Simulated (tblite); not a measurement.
A geometry optimisation, step by step.

Species: C4H12GaNO.
Atom-mapped SMILES: `[CH3:1][N:2]1[CH2:3][CH2:4][O+:5]([CH3:6])[GaH2-:7]1` (hydrogens: H8, H9, H10 on C1; H11, H12 on C3; H13, H14 on C4; H15, H16, H17 on C6; H18, H19 on Ga7)

Computed with GFN2-xTB (tblite), gas phase: L-BFGS steps from a force-field or distance-geometry start until the largest atomic force falls under 0.01 eV/Å. 10 of its 83 geometries are shown.

Step 0: E = -621.2169 eV, largest atomic force 3.633 eV/Å
```
atom  x, y, z in Å  |  force x, y, z in eV/Å
C1     -2.131   -0.574    0.679   -1.833   1.547   0.083
N2     -1.322   -0.102   -0.416    1.724  -0.989   0.142
C3     -0.525    1.072   -0.046   -3.073   1.616  -1.071
C4      0.683    1.120   -0.908    0.962   0.989   0.181
O5      1.462   -0.018   -0.668    1.104  -0.042  -1.417
C6      1.974   -0.047    0.598    0.676  -0.566   2.104
Ga7     0.126   -1.291   -0.838   -1.577  -2.354  -0.749
H8     -2.949    0.209    0.783    0.351  -0.603   0.268
H9     -1.613   -0.588    1.648   -0.016  -0.433  -0.012
H10    -2.659   -1.504    0.436    0.569   0.071   0.116
H11    -1.179    1.937   -0.392    0.550  -0.079   0.583
H12    -0.394    1.202    1.026    0.377  -0.049   0.183
H13     0.426    1.105   -1.968   -0.225  -0.034  -0.012
H14     1.323    1.995   -0.690   -0.221   0.139  -0.156
H15     2.588   -0.983    0.686   -0.356   0.706   0.026
H16     2.602    0.845    0.829   -0.265  -0.407  -0.162
H17     1.133   -0.114    1.339    0.833   0.022  -0.077
H18     0.317   -2.474    0.233    0.213   0.307  -0.196
H19     0.127   -1.781   -2.337    0.206   0.156   0.168
```

Step 9: E = -622.0957 eV, largest atomic force 0.239 eV/Å
```
atom  x, y, z in Å  |  force x, y, z in eV/Å
C1     -2.176   -0.514    0.693   -0.012  -0.022   0.012
N2     -1.235   -0.143   -0.355    0.038  -0.124   0.107
C3     -0.588    1.130   -0.092   -0.036  -0.068   0.056
C4      0.700    1.171   -0.907   -0.058  -0.059   0.035
O5      1.488    0.004   -0.671    0.126   0.070   0.050
C6      2.013   -0.059    0.647   -0.012   0.017   0.004
Ga7    -0.050   -1.514   -0.908    0.140  -0.013  -0.038
H8     -2.976    0.227    0.789   -0.050   0.044  -0.023
H9     -1.688   -0.620    1.677   -0.095   0.056  -0.011
H10    -2.613   -1.482    0.433   -0.031   0.048   0.004
H11    -1.221    1.977   -0.380   -0.110   0.083  -0.095
H12    -0.368    1.245    0.982    0.047   0.094   0.027
H13     0.432    1.119   -1.966    0.044   0.002  -0.008
H14     1.292    2.072   -0.705    0.001  -0.045  -0.002
H15     2.618   -0.963    0.713    0.037   0.020  -0.087
H16     2.626    0.824    0.856    0.014  -0.006  -0.046
H17     1.208   -0.129    1.381    0.034  -0.013   0.127
H18     0.377   -2.527    0.225   -0.017  -0.049  -0.233
H19     0.150   -1.807   -2.421   -0.062  -0.036   0.120
```

Step 18: E = -622.1702 eV, largest atomic force 0.187 eV/Å
```
atom  x, y, z in Å  |  force x, y, z in eV/Å
C1     -2.219   -0.496    0.717    0.039  -0.032   0.033
N2     -1.157   -0.197   -0.233   -0.081  -0.044  -0.017
C3     -0.598    1.132   -0.086    0.016  -0.071   0.121
C4      0.696    1.175   -0.893   -0.051  -0.070   0.053
O5      1.489    0.018   -0.633    0.134   0.072  -0.047
C6      2.057   -0.045    0.668   -0.005   0.004  -0.070
Ga7    -0.007   -1.511   -0.917   -0.001  -0.168  -0.056
H8     -3.006    0.268    0.713    0.026   0.035  -0.115
H9     -1.836   -0.578    1.744   -0.075   0.062   0.048
H10    -2.662   -1.458    0.447    0.016   0.032   0.000
H11    -1.283    1.915   -0.438   -0.052   0.022  -0.115
H12    -0.372    1.363    0.967   -0.017   0.014   0.133
H13     0.458    1.102   -1.960   -0.002   0.029   0.044
H14     1.269    2.090   -0.691    0.027  -0.093  -0.033
H15     2.676   -0.942    0.667    0.093  -0.006   0.043
H16     2.667    0.841    0.864    0.023   0.014  -0.064
H17     1.304   -0.147    1.453   -0.081   0.006  -0.020
H18     0.421   -2.673    0.035    0.040   0.014   0.052
H19     0.093   -1.847   -2.432   -0.048   0.180   0.010
```

Step 27: E = -622.2334 eV, largest atomic force 0.123 eV/Å
```
atom  x, y, z in Å  |  force x, y, z in eV/Å
C1     -2.265   -0.476    0.733    0.023   0.010   0.016
N2     -1.075   -0.280   -0.077   -0.042  -0.012  -0.005
C3     -0.594    1.085   -0.044    0.029  -0.030   0.035
C4      0.702    1.138   -0.855   -0.027   0.010  -0.043
O5      1.530    0.000   -0.639   -0.028   0.017  -0.008
C6      2.118   -0.035    0.652   -0.004  -0.010  -0.051
Ga7     0.018   -1.549   -0.903   -0.009  -0.033  -0.080
H8     -3.006    0.311    0.546   -0.035  -0.040  -0.087
H9     -2.033   -0.458    1.808   -0.050   0.007   0.000
H10    -2.707   -1.445    0.486    0.036   0.040   0.057
H11    -1.303    1.789   -0.506   -0.072  -0.008   0.003
H12    -0.441    1.432    0.992    0.115  -0.018   0.040
H13     0.438    1.089   -1.915    0.016  -0.054  -0.071
H14     1.271    2.055   -0.668    0.018   0.003   0.054
H15     2.779   -0.900    0.666   -0.004  -0.075   0.020
H16     2.707    0.871    0.825   -0.050   0.041  -0.006
H17     1.354   -0.147    1.426    0.055   0.004   0.067
H18     0.505   -2.783   -0.077   -0.001   0.098  -0.009
H19    -0.009   -1.688   -2.457    0.029   0.049   0.069
```

Step 36: E = -622.2554 eV, largest atomic force 0.099 eV/Å
```
atom  x, y, z in Å  |  force x, y, z in eV/Å
C1     -2.292   -0.466    0.735    0.005   0.004  -0.012
N2     -1.055   -0.311   -0.008   -0.023   0.011   0.018
C3     -0.586    1.060   -0.027    0.027  -0.002   0.039
C4      0.697    1.113   -0.858   -0.035   0.033  -0.005
O5      1.523   -0.024   -0.635   -0.055   0.034  -0.008
C6      2.133   -0.038    0.646    0.007  -0.004  -0.022
Ga7     0.012   -1.538   -0.910    0.037  -0.051  -0.076
H8     -3.027    0.291    0.430   -0.032  -0.056  -0.001
H9     -2.134   -0.367    1.820   -0.023   0.057  -0.049
H10    -2.703   -1.456    0.536    0.014  -0.003   0.030
H11    -1.332    1.734   -0.477    0.056   0.042   0.033
H12    -0.383    1.427    0.994   -0.047   0.012   0.036
H13     0.447    1.068   -1.922   -0.038  -0.028  -0.007
H14     1.264    2.030   -0.654    0.025  -0.002  -0.030
H15     2.800   -0.898    0.658    0.060  -0.031   0.007
H16     2.701    0.885    0.789    0.051   0.007   0.025
H17     1.399   -0.150    1.448   -0.042  -0.001  -0.002
H18     0.542   -2.757   -0.108   -0.015   0.001  -0.019
H19    -0.015   -1.593   -2.466    0.028  -0.023   0.046
```

Step 46: E = -622.2764 eV, largest atomic force 0.098 eV/Å
```
atom  x, y, z in Å  |  force x, y, z in eV/Å
C1     -2.318   -0.456    0.715   -0.005  -0.027  -0.029
N2     -1.056   -0.304    0.017    0.024  -0.007  -0.035
C3     -0.571    1.063    0.024   -0.007   0.008  -0.011
C4      0.686    1.103   -0.849   -0.052   0.068   0.015
O5      1.521   -0.031   -0.638   -0.065   0.071   0.018
C6      2.148   -0.047    0.634    0.033   0.000   0.028
Ga7     0.008   -1.520   -0.922    0.016  -0.028  -0.039
H8     -3.102    0.185    0.293   -0.002   0.055  -0.049
H9     -2.219   -0.205    1.779   -0.004   0.018   0.033
H10    -2.646   -1.492    0.630    0.030  -0.056   0.029
H11    -1.309    1.769   -0.394    0.049  -0.044   0.026
H12    -0.350    1.400    1.053    0.019  -0.002  -0.046
H13     0.379    1.024   -1.898    0.029   0.009   0.026
H14     1.263    2.023   -0.699   -0.009  -0.014   0.006
H15     2.818   -0.905    0.637    0.029  -0.057  -0.008
H16     2.725    0.870    0.780    0.027   0.055  -0.023
H17     1.426   -0.158    1.446   -0.040  -0.020  -0.010
H18     0.542   -2.741   -0.134   -0.037  -0.033   0.022
H19     0.043   -1.571   -2.482   -0.034   0.004   0.050
```

Step 55: E = -622.2829 eV, largest atomic force 0.052 eV/Å
```
atom  x, y, z in Å  |  force x, y, z in eV/Å
C1     -2.320   -0.458    0.699   -0.028   0.021   0.017
N2     -1.044   -0.310    0.028   -0.004   0.015   0.041
C3     -0.566    1.059    0.039   -0.011   0.013  -0.007
C4      0.681    1.113   -0.840   -0.023   0.019  -0.001
O5      1.519   -0.020   -0.636    0.006   0.036  -0.019
C6      2.161   -0.045    0.629    0.021  -0.013   0.008
Ga7     0.012   -1.529   -0.914   -0.018   0.026  -0.023
H8     -3.103    0.147    0.218   -0.002  -0.049  -0.009
H9     -2.258   -0.139    1.749    0.016  -0.006  -0.005
H10    -2.615   -1.507    0.674    0.001   0.020  -0.019
H11    -1.310    1.764   -0.368    0.020  -0.032   0.024
H12    -0.332    1.392    1.066   -0.021  -0.003  -0.020
H13     0.370    1.030   -1.887    0.018   0.030  -0.007
H14     1.249    2.039   -0.692    0.021  -0.047   0.002
H15     2.828   -0.906    0.618    0.023  -0.027  -0.001
H16     2.743    0.871    0.771   -0.012   0.014   0.003
H17     1.443   -0.165    1.445    0.001   0.018  -0.006
H18     0.509   -2.771   -0.136   -0.007  -0.016   0.021
H19     0.025   -1.558   -2.470    0.000  -0.019   0.001
```

Step 64: E = -622.2852 eV, largest atomic force 0.039 eV/Å
```
atom  x, y, z in Å  |  force x, y, z in eV/Å
C1     -2.324   -0.459    0.694   -0.011   0.003   0.000
N2     -1.034   -0.313    0.049    0.010   0.008   0.003
C3     -0.564    1.059    0.049   -0.007   0.012  -0.004
C4      0.683    1.118   -0.834   -0.012   0.014   0.001
O5      1.521   -0.017   -0.641    0.001   0.021  -0.009
C6      2.172   -0.043    0.621   -0.011  -0.015   0.003
Ga7     0.005   -1.530   -0.912   -0.008   0.026  -0.015
H8     -3.110    0.110    0.177    0.005   0.005  -0.011
H9     -2.288   -0.106    1.734   -0.002  -0.009   0.011
H10    -2.601   -1.514    0.693    0.008  -0.015   0.005
H11    -1.316    1.754   -0.356    0.024   0.003  -0.005
H12    -0.329    1.398    1.073   -0.012   0.000  -0.007
H13     0.375    1.054   -1.882    0.000  -0.012  -0.003
H14     1.259    2.038   -0.677   -0.001  -0.009   0.025
H15     2.839   -0.906    0.604    0.011   0.011   0.001
H16     2.751    0.875    0.764   -0.012  -0.027  -0.025
H17     1.456   -0.164    1.438    0.007   0.002   0.010
H18     0.480   -2.779   -0.132    0.006  -0.013   0.021
H19     0.016   -1.567   -2.468    0.004  -0.007  -0.001
```

Step 73: E = -622.2860 eV, largest atomic force 0.011 eV/Å
```
atom  x, y, z in Å  |  force x, y, z in eV/Å
C1     -2.323   -0.462    0.694    0.001   0.000  -0.004
N2     -1.033   -0.308    0.051    0.000   0.001  -0.004
C3     -0.565    1.064    0.048   -0.003   0.000   0.000
C4      0.684    1.122   -0.830   -0.003   0.002   0.003
O5      1.518   -0.017   -0.644    0.003   0.006   0.003
C6      2.172   -0.046    0.616    0.001  -0.002  -0.001
Ga7     0.002   -1.528   -0.913   -0.007   0.007   0.001
H8     -3.110    0.101    0.172   -0.003   0.000   0.006
H9     -2.291   -0.110    1.734   -0.002   0.003  -0.005
H10    -2.591   -1.519    0.693    0.002  -0.001  -0.002
H11    -1.313    1.760   -0.362   -0.005  -0.006  -0.004
H12    -0.336    1.405    1.073   -0.003   0.003  -0.002
H13     0.380    1.067   -1.880   -0.001   0.001   0.001
H14     1.263    2.038   -0.661    0.002  -0.002  -0.002
H15     2.841   -0.907    0.598   -0.004  -0.001  -0.004
H16     2.751    0.872    0.754    0.001  -0.010   0.000
H17     1.458   -0.165    1.436    0.011  -0.003   0.000
H18     0.466   -2.774   -0.117    0.007  -0.003   0.006
H19     0.018   -1.583   -2.469    0.003   0.004   0.007
```

Step 82: E = -622.2862 eV, largest atomic force 0.009 eV/Å
```
atom  x, y, z in Å  |  force x, y, z in eV/Å
C1     -2.325   -0.463    0.692    0.004  -0.001  -0.002
N2     -1.033   -0.306    0.053    0.003  -0.004  -0.002
C3     -0.570    1.067    0.047   -0.001  -0.004  -0.001
C4      0.683    1.125   -0.827   -0.001  -0.003   0.003
O5      1.515   -0.016   -0.643    0.004   0.003   0.003
C6      2.176   -0.051    0.613    0.001   0.001  -0.001
Ga7     0.002   -1.527   -0.908   -0.004   0.005  -0.005
H8     -3.114    0.097    0.169   -0.001  -0.002   0.000
H9     -2.296   -0.109    1.732   -0.003  -0.001   0.001
H10    -2.587   -1.521    0.692   -0.007   0.004   0.004
H11    -1.319    1.758   -0.369    0.001   0.005  -0.003
H12    -0.346    1.413    1.072    0.003  -0.002  -0.003
H13     0.381    1.072   -1.878    0.000   0.004   0.002
H14     1.265    2.039   -0.655   -0.006   0.000   0.001
H15     2.842   -0.913    0.587   -0.003   0.001   0.001
H16     2.759    0.866    0.751    0.001  -0.005   0.001
H17     1.468   -0.170    1.438    0.004   0.002  -0.005
H18     0.469   -2.771   -0.110    0.004  -0.001   0.004
H19     0.020   -1.581   -2.463    0.001  -0.001   0.003
```

Q: Summarise the path.

A: The energy falls by 24.66 kcal/mol from step 0 to step 82; nine tenths of that is first reached at step 20. It falls at every step. The largest force goes from 3.633 to 0.009 eV/Å. Among the bonds O5–Ga7 changes most, from 1.853 to 2.155 Å; the atoms move by 0.353 Å rms after alignment.

Q: Follow the three bonds and two angles with the largest change from start to end.

A: 
```json
{"step": "0", "E above end (kcal/mol)": "24.66", "largest force (eV/Å)": "3.633", "O5–Ga7 (Å)": "1.853", "Ga7–H18 (Å)": "1.607", "N2–Ga7 (Å)": "1.921", "C3–N2–Ga7 (°)": "98.1", "C1–N2–Ga7 (°)": "112.8"}
{"step": "4", "E above end (kcal/mol)": "6.34", "largest force (eV/Å)": "0.506", "O5–Ga7 (Å)": "2.112", "Ga7–H18 (Å)": "1.531", "N2–Ga7 (Å)": "1.880", "C3–N2–Ga7 (°)": "111.6", "C1–N2–Ga7 (°)": "116.6"}
{"step": "7", "E above end (kcal/mol)": "4.80", "largest force (eV/Å)": "0.292", "O5–Ga7 (Å)": "2.178", "Ga7–H18 (Å)": "1.558", "N2–Ga7 (Å)": "1.889", "C3–N2–Ga7 (°)": "114.0", "C1–N2–Ga7 (°)": "115.5"}
{"step": "11", "E above end (kcal/mol)": "4.02", "largest force (eV/Å)": "0.271", "O5–Ga7 (Å)": "2.174", "Ga7–H18 (Å)": "1.584", "N2–Ga7 (Å)": "1.900", "C3–N2–Ga7 (°)": "114.3", "C1–N2–Ga7 (°)": "116.4"}
{"step": "14", "E above end (kcal/mol)": "3.29", "largest force (eV/Å)": "0.231", "O5–Ga7 (Å)": "2.184", "Ga7–H18 (Å)": "1.561", "N2–Ga7 (Å)": "1.900", "C3–N2–Ga7 (°)": "115.6", "C1–N2–Ga7 (°)": "119.6"}
{"step": "18", "E above end (kcal/mol)": "2.68", "largest force (eV/Å)": "0.187", "O5–Ga7 (Å)": "2.158", "Ga7–H18 (Å)": "1.562", "N2–Ga7 (Å)": "1.875", "C3–N2–Ga7 (°)": "116.3", "C1–N2–Ga7 (°)": "122.8"}
{"step": "21", "E above end (kcal/mol)": "2.02", "largest force (eV/Å)": "0.311", "O5–Ga7 (Å)": "2.180", "Ga7–H18 (Å)": "1.566", "N2–Ga7 (Å)": "1.872", "C3–N2–Ga7 (°)": "117.1", "C1–N2–Ga7 (°)": "126.0"}
{"step": "25", "E above end (kcal/mol)": "1.39", "largest force (eV/Å)": "0.180", "O5–Ga7 (Å)": "2.194", "Ga7–H18 (Å)": "1.557", "N2–Ga7 (Å)": "1.872", "C3–N2–Ga7 (°)": "117.5", "C1–N2–Ga7 (°)": "128.0"}
{"step": "29", "E above end (kcal/mol)": "1.09", "largest force (eV/Å)": "0.125", "O5–Ga7 (Å)": "2.172", "Ga7–H18 (Å)": "1.561", "N2–Ga7 (Å)": "1.869", "C3–N2–Ga7 (°)": "116.6", "C1–N2–Ga7 (°)": "130.5"}
{"step": "32", "E above end (kcal/mol)": "0.86", "largest force (eV/Å)": "0.133", "O5–Ga7 (Å)": "2.164", "Ga7–H18 (Å)": "1.549", "N2–Ga7 (Å)": "1.867", "C3–N2–Ga7 (°)": "116.1", "C1–N2–Ga7 (°)": "131.5"}
{"step": "36", "E above end (kcal/mol)": "0.71", "largest force (eV/Å)": "0.099", "O5–Ga7 (Å)": "2.157", "Ga7–H18 (Å)": "1.552", "N2–Ga7 (Å)": "1.860", "C3–N2–Ga7 (°)": "115.6", "C1–N2–Ga7 (°)": "131.8"}
{"step": "39", "E above end (kcal/mol)": "0.56", "largest force (eV/Å)": "0.155", "O5–Ga7 (Å)": "2.149", "Ga7–H18 (Å)": "1.552", "N2–Ga7 (Å)": "1.868", "C3–N2–Ga7 (°)": "114.8", "C1–N2–Ga7 (°)": "132.5"}
{"step": "43", "E above end (kcal/mol)": "0.33", "largest force (eV/Å)": "0.108", "O5–Ga7 (Å)": "2.140", "Ga7–H18 (Å)": "1.545", "N2–Ga7 (Å)": "1.868", "C3–N2–Ga7 (°)": "115.3", "C1–N2–Ga7 (°)": "132.0"}
{"step": "46", "E above end (kcal/mol)": "0.23", "largest force (eV/Å)": "0.098", "O5–Ga7 (Å)": "2.142", "Ga7–H18 (Å)": "1.549", "N2–Ga7 (Å)": "1.869", "C3–N2–Ga7 (°)": "115.1", "C1–N2–Ga7 (°)": "132.0"}
{"step": "50", "E above end (kcal/mol)": "0.15", "largest force (eV/Å)": "0.057", "O5–Ga7 (Å)": "2.144", "Ga7–H18 (Å)": "1.551", "N2–Ga7 (Å)": "1.872", "C3–N2–Ga7 (°)": "115.1", "C1–N2–Ga7 (°)": "132.1"}
{"step": "53", "E above end (kcal/mol)": "0.11", "largest force (eV/Å)": "0.057", "O5–Ga7 (Å)": "2.149", "Ga7–H18 (Å)": "1.548", "N2–Ga7 (Å)": "1.867", "C3–N2–Ga7 (°)": "115.6", "C1–N2–Ga7 (°)": "131.8"}
{"step": "57", "E above end (kcal/mol)": "0.06", "largest force (eV/Å)": "0.033", "O5–Ga7 (Å)": "2.153", "Ga7–H18 (Å)": "1.551", "N2–Ga7 (Å)": "1.869", "C3–N2–Ga7 (°)": "115.7", "C1–N2–Ga7 (°)": "131.6"}
{"step": "61", "E above end (kcal/mol)": "0.04", "largest force (eV/Å)": "0.036", "O5–Ga7 (Å)": "2.158", "Ga7–H18 (Å)": "1.551", "N2–Ga7 (Å)": "1.866", "C3–N2–Ga7 (°)": "115.8", "C1–N2–Ga7 (°)": "131.5"}
{"step": "64", "E above end (kcal/mol)": "0.02", "largest force (eV/Å)": "0.039", "O5–Ga7 (Å)": "2.159", "Ga7–H18 (Å)": "1.548", "N2–Ga7 (Å)": "1.867", "C3–N2–Ga7 (°)": "115.8", "C1–N2–Ga7 (°)": "131.2"}
{"step": "68", "E above end (kcal/mol)": "0.01", "largest force (eV/Å)": "0.024", "O5–Ga7 (Å)": "2.161", "Ga7–H18 (Å)": "1.551", "N2–Ga7 (Å)": "1.866", "C3–N2–Ga7 (°)": "116.0", "C1–N2–Ga7 (°)": "130.8"}
{"step": "71", "E above end (kcal/mol)": "0.01", "largest force (eV/Å)": "0.014", "O5–Ga7 (Å)": "2.159", "Ga7–H18 (Å)": "1.549", "N2–Ga7 (Å)": "1.867", "C3–N2–Ga7 (°)": "116.0", "C1–N2–Ga7 (°)": "130.8"}
{"step": "75", "E above end (kcal/mol)": "0.01", "largest force (eV/Å)": "0.017", "O5–Ga7 (Å)": "2.157", "Ga7–H18 (Å)": "1.550", "N2–Ga7 (Å)": "1.867", "C3–N2–Ga7 (°)": "116.1", "C1–N2–Ga7 (°)": "130.7"}
{"step": "78", "E above end (kcal/mol)": "0.00", "largest force (eV/Å)": "0.018", "O5–Ga7 (Å)": "2.157", "Ga7–H18 (Å)": "1.551", "N2–Ga7 (Å)": "1.866", "C3–N2–Ga7 (°)": "116.2", "C1–N2–Ga7 (°)": "130.6"}
{"step": "82", "E above end (kcal/mol)": "0.00", "largest force (eV/Å)": "0.009", "O5–Ga7 (Å)": "2.155", "Ga7–H18 (Å)": "1.549", "N2–Ga7 (Å)": "1.867", "C3–N2–Ga7 (°)": "116.1", "C1–N2–Ga7 (°)": "130.6"}
```

What follows is the cost of the whole relaxation. Time: 0.91 s of wall time. Hardware: an Arm Neoverse N1 with one thread, shared host with 64 logical CPUs at a one-minute load of 59.
